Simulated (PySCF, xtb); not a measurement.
MgH2, SMILES [MgH2].

Harmonic wavenumbers (cm⁻¹) from GFN2-xTB (xtb) at its own minimum, in rising order: 289, 289, 1303, 1336.

Question: What does PBE0-D3(BJ)/def2-TZVPD in PySCF give at its own minimum? (An estimate is asked for; the answer gives what the named calculation found.)

Answer: 441, 441, 1603, 1630. Paired by order, the mean absolute difference is 224 cm⁻¹ and the zero-point energies are 4.6 and 5.9 kcal/mol.
